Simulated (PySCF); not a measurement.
C4H6NO, SMILES O=C1[N]CCC1, multiplicity 2.

The structure is a stationary point at PBE0-D3(BJ)/def2-SVP. The isomer is the one that the SMILES or the coordinates give; other isomers of the formula were not compared. Other conformers were not sampled.

Two levels are set side by side: PBE/def2-TZVP (PySCF) and B3LYP/def2-TZVP (PySCF). Same geometry, gas phase. Differences are taken from unrounded values.

```json
[
 {"quantity": "α-spin orbital gap (eV)", "PBE": "5.13"},
 {"quantity": "β-spin orbital gap (eV)", "PBE": "0.74"},
 {"quantity": "dipole moment (D)", "PBE": "4.33"},
 {"quantity": "mean polarisability (bohr³)", "PBE": "57.7"}
]
```

These are the PBE values. What does B3LYP give? (Estimate from the structure and the level; the computed values follow.)


```json
[
 {"quantity": "α-spin orbital gap (eV)", "B3LYP": "7.36", "PBE minus B3LYP": "-2.23"},
 {"quantity": "β-spin orbital gap (eV)", "B3LYP": "3.02", "PBE minus B3LYP": "-2.28"},
 {"quantity": "dipole moment (D)", "B3LYP": "4.42", "PBE minus B3LYP": "-0.09"},
 {"quantity": "mean polarisability (bohr³)", "B3LYP": "55.6", "PBE minus B3LYP": "2.1"}
]
```

PBE's more diffuse valence density responds more strongly to a field. Differences between two approximate levels are no errors against the true value.

Rough cost on one machine, each run with all the roots and properties that it gave: B3LYP against PBE within a factor of 2.
